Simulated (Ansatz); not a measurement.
CH5InNO, SMILES `C[O][In][NH2]` radical. Total charge 0; spin multiplicity 2. In: def2 effective core potential.

```xyz
9

C     1.848    0.608   -0.427
O     0.588    0.009   -0.410
In   -0.952    0.400    0.825
N    -2.574   -0.768    0.287
H     2.376    0.530    0.534
H     2.466    0.100   -1.178
H     1.810    1.671   -0.701
H    -3.280   -0.837    1.012
H    -2.281   -1.713    0.056
```

Problem. List the harmonic frequencies (cm⁻¹, unscaled) at PBE0-D4/def2-TZVP in Ansatz. (Best estimate.)

Solution. Computed: 49, 90, 91, 198, 209, 457, 474, 589, 751, 1129, 1174, 1176, 1469, 1485, 1493, 1534, 2977, 3028, 3049, 3502, 3612.

Problem. Is this a minimum?

Solution. Yes, all 21 modes are real.

Problem. Give the ideal-gas thermochemistry at 298.15 K and 1 bar (rigid rotor, harmonic oscillator; point group C1, symmetry number 1).

Solution. Zero-point energy 170.7 kJ/mol; H(298) − E = 191.9 kJ/mol; entropy 366.2 J/(mol·K), of which translation 172.3, rotation 109.6, vibration 78.5, electronic 5.8; G(298) − E = 82.7 kJ/mol. Modes under 100 cm⁻¹ are hindered rotations or soft bends, so the harmonic entropy is rough.

Problem. And at 400, 500, 600, 800 and 1000 K?

Solution. 
```
T (K)  H − E (kJ/mol)  S (J/mol/K)  G − E (kJ/mol)
  400           202.3        396.3            43.8
  500           213.8        421.9             2.9
  600           226.4        444.7           -40.4
  800           254.1        484.4          -133.5
 1000           284.5        518.3          -233.8
```
